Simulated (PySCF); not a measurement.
Structure with atom numbers: `[CH3:1][C:2]([CH3:3])([CH3:4])[c:5]1[cH:6][cH:7][n:8][cH:9][cH:10]1`; H(Xn) means a hydrogen on atom n.

Computed data (PySCF 2.14): PBE0-D3(BJ)/def2-SVP structure, GIAO CAM-B3LYP/pcSseg-1 shieldings. No solvent model, single conformer, no relativistic terms, equivalent nuclei averaged.

Chemical shifts δ = σref − σ; 13C, 1H vs TMS; 15N vs NH3, all at this level.

| atoms | nucleus | count | δ (ppm) |
| --- | --- | --- | --- |
| H(C7)/H(C9) | 1H | 2 | 8.64 |
| C7/C9 | 13C | 2 | 159.5 |
| N8 | 15N | 1 | ? |
| C5 | 13C | 1 | 169.6 |
| C1/C3/C4 | 13C | 3 | ? |
| H(C6)/H(C10) | 1H | 2 | 7.15 |
| C6/C10 | 13C | 2 | 128.8 |
| C2 | 13C | 1 | ? |
| H(C1)/H(C3)/H(C4) | 1H | 9 | 1.27 |

Fill in the missing shifts.

Results:


- C2: 34.9 ppm, quaternary sp3 carbon on an aromatic ring; aliphatic region, no heteroatom directly attached
- C1/C3/C4: 32.7 ppm, methyl carbon; saturated and bonded to C and H only
- N8: 365.3 ppm, pyridine-type ring nitrogen

Shifts are as computed, not scaled to solution data. Of 1211 compounds with measured shifts, 218 miss one by over three times the rms of a fit or turn the order of signals round; such compounds aren't used in these exercises. Experimental scales use liquid or dissolved standards, which lie at an offset from isolated NH3 (liquid NH3: subtract about 20 ppm). Unscaled 15N shifts of sp2 nitrogen come out 20 to 40 ppm too high even then.
